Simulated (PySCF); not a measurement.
**Working out the ionisation energy of S²⁺**

S²⁺ [Ne] 3s2 3p2 (3P) → S³⁺ [Ne] 3s2 3p1 (2P). All numbers are calculated (PySCF 2.14, no relativity, point nucleus, in dyall-av3z (19s12p3d2f, 84 functions)). Frozen: [Ne]; the 26 highest virtual orbitals dropped. Energies in hartree (1 hartree = 27.21139 eV):

```json
{"part": "UHF", "S²⁺ (lower)": "-396.338189", "S³⁺ (upper)": "-395.082776"}
{"part": "MP2 opposite-spin", "S²⁺ (lower)": "-0.057657", "S³⁺ (upper)": "-0.048116"}
{"part": "MP2 same-spin", "S²⁺ (lower)": "-0.011365", "S³⁺ (upper)": "-0.003204"}
```

Question: What does Hartree-Fock give?

Answer: (-395.082776) − (-396.338189) = 1.255413 hartree = 34.162 eV.

Question: What do MP2 and SCS-MP2 (6/5 opposite-spin, 1/3 same-spin) give?

Answer: The opposite-spin parts differ by 0.260 eV and the same-spin parts by 0.222 eV. MP2: 34.162 + (0.260) + (0.222) = 34.644 eV. SCS-MP2: 34.162 + 1.2 × (0.260) + (0.222)/3 = 34.548 eV.

A first-order spin-orbit estimate adds -0.009 eV to MP2 (valence), giving 34.635 eV against 34.86 ± 0.04 eV (semi-empirical (NIST evaluation); NIST Atomic Spectra Database, ionization energies).

What remains against the reference includes basis incompleteness, the frozen core and correlation beyond second order.
